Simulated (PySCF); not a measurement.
**How methods differ on the electron affinity of Sb**

Sb⁻ [Kr] 4d10 5s2 5p4 [5p1/2^2 5p3/2^2, M_J = 2] → Sb [Kr] 4d10 5s2 5p3 [5p1/2^2 5p3/2^1, M_J = 3/2], as a difference of total energies. All numbers are calculated (PySCF 2.14, the two-component X2C-1e Hamiltonian, in x2c-SVPall-2c with one added diffuse shell each of s, p type (7s9p4d, 54 functions)). Correlated levels: [Ar] 3d10 frozen; the 6 highest virtual spinors dropped. "Screened" scales the spin-orbit matrix elements by Boettger's factors to mimic the two-electron term; Breit and QED terms are absent.

Question: Order these methods by the electron affinity they give, lowest first.
A. GHF (screened spin-orbit)
B. GMP2 (spin-free)
C. GMP2 (screened spin-orbit)
D. GHF (spin-free)

Answer: D (-0.147 eV), A (-0.002 eV), B (0.339 eV), C (0.479 eV).

The spin-free rows relax to the high-spin LS determinant and lack the spin-orbit shift.

Errors of the correlated levels include the incompleteness of this basis and the frozen core.

The labels give the starting determinants; with spin-orbit coupling the two ends relaxed to ⟨J²⟩ = 6.03, ⟨L²⟩ = 2.19, ⟨S²⟩ = 1.95 and ⟨J²⟩ = 3.75, ⟨L²⟩ = 0.07, ⟨S²⟩ = 3.70.

A negative affinity means that the anion lies above the atom at that level of theory.

For comparison: 1.047 eV (measured; photodetachment measurements, as compiled on the Wikipedia data page of electron affinities).
